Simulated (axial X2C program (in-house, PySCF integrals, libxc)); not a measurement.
**NMoO²⁺: properties at the nuclei**

Calculated with an in-house all-electron X2C program for linear molecules (integrals from PySCF): two-component X2C with atomic mean-field Coulomb and Gaunt terms, Gaussian nuclei, basis N dyall-av3z, Mo dyall-v3z, O dyall-av3z with contracted cores.

N–Mo–O held linear, with bonds 2.476 and 1.584 Å (near the PBE0 minimum at charge 2 of the determinant lowest at the starting distance; the state shown can have its own minimum elsewhere, held linear; other orders of the atoms were not compared).

Determinant lowest in the PBE0 search, Ω = 5/2 (⟨Sz⟩ = 2.50, ⟨Lz⟩ = 0.00 at PBE0), spin on the atoms N 1.42, Mo 1.22, O -0.14:

| level | Eeff magnitude (GV/cm) | Ws magnitude Mo (kHz) | A∥/gI N (MHz) | qzz N (a.u.) | A∥/gI Mo (MHz) | qzz Mo (a.u.) | A∥/gI O (MHz) | qzz O (a.u.) |
| --- | --- | --- | --- | --- | --- | --- | --- | --- |
| PBE0 | 2.27 | 0.428 | 23.4 | 0.19 | -318 | -0.29 | 4.12 | -0.52 |
| HF | 3.55 | 0.617 | 61.8 | 0.18 | -538 | -0.02 | -6.14 | -1.17 |
| LDA | 1.87 | 0.357 | 11.9 | 0.15 | -217 | -0.81 | 3.47 | -0.50 |

Eeff is the effective electric field on the electron electric dipole moment in this Ω state and Ws the scalar–pseudoscalar constant of the nucleus named (defined with the proton number Z and per Ω); A∥ (defined per Ω) follows by multiplying with gI = μI/(I μN); qzz is the electric field gradient, eQq0 = 234.96 MHz × Q/barn × qzz. The operators were transformed with the bare-nucleus X2C matrices; with these basis sets, hyperfine constants and field gradients can be off by tens of per cent, and where levels differ in sign neither size nor sign is settled.

With Q(14N) = 0.02044 barn (Q from Pyykkö, Mol. Phys. 2018), turn the PBE0 values of the first state into constants in MHz.

eQq0(14N) = 234.96 × (0.02044) × (0.19) = 0.912 MHz.

The molecule was held linear; bending was not examined, so a bent shape may lie lower.

Each state is one determinant with collinear spin, which with several unpaired electrons need not be a pure state. Unrestricted Hartree–Fock can overshoot spin polarisation at the nuclei. This is the top spin component of a Σ state; components of lower Ω are not single determinants and can lie lower. With several open shells hyperfine constants can be off by a factor of several. At HF a later determinant lies lower. States lie within half an eV, so the first need not be the ground state. Further determinants of the search, some of them spin-mixed, are not shown. Where a field gradient or hyperfine factor spreads by more than a factor of two over the levels, a constant derived from it is not to be relied on.
